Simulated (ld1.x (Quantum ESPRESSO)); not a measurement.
# Plane-wave convergence, ultrasoft potential for He

- Element: He (Z = 2)
- Generator: ld1.x (Quantum ESPRESSO) 7.5
- Type: ultrasoft
- Functional: Wu–Cohen
- Relativity: scalar-relativistic
- Frozen core: none
- Valence charge: 2
- Reference configuration: 1s2
- Partial waves: 1s (bound): rcut 0.55, rcutus 0.75 bohr; 1s channel at 0.95 Ry: rcut 0.55, rcutus 0.75 bohr; 2p channel at 0.3 Ry: rcut 0.40, rcutus 0.50 bohr
- Local potential: all-electron potential smoothed inside 0.40 bohr (lloc = -1)
- Core correction: none
- Augmentation charge: PSQ, inside the norm-conserving radii

The pseudo-atom Hamiltonian at the reference potential is diagonalised in spherical Bessel functions j_l(qr) that vanish at 20 bohr, with q² up to the cutoff. All-electron valence levels (Ry): 1s -1.1475.

How do the lowest levels (Ry) of each channel move with the cutoff, and are there ghosts?

| cutoff (Ry) | s #1 | p #1 | d #1 | f #1 | Σ f·Δε (mRy) |
| --- | --- | --- | --- | --- | --- |
| 8 | -0.4809 | 0.0455 | 0.0822 | 0.1218 | 1333.4 |
| 12 | -0.5287 | 0.0455 | 0.0822 | 0.1218 | 1237.7 |
| 18 | -0.5841 | 0.0455 | 0.0822 | 0.1218 | 1126.9 |
| 21 | -0.6149 | 0.0455 | 0.0822 | 0.1218 | 1065.3 |
| 30 | -0.7484 | 0.0455 | 0.0822 | 0.1218 | 798.2 |
| 40 | -0.9883 | 0.0455 | 0.0822 | 0.1218 | 318.5 |
| 50 | -1.1029 | 0.0455 | 0.0822 | 0.1218 | 89.3 |
| 60 | -1.1343 | 0.0455 | 0.0822 | 0.1218 | 26.4 |
| 70 | -1.1441 | 0.0455 | 0.0822 | 0.1218 | 6.8 |
| 90 | -1.1473 | 0.0455 | 0.0822 | 0.1218 | 0.5 |
| 110 | -1.1475 | 0.0455 | 0.0822 | 0.1218 | 0.2 |
| 400 | -1.1475 | 0.0455 | 0.0822 | 0.1218 | 0.0 |

Result: no extra level below or beside the all-electron valence levels (s, p, d, f tested); 10 mRy is reached at 70 Ry and 1 mRy at 90 Ry.
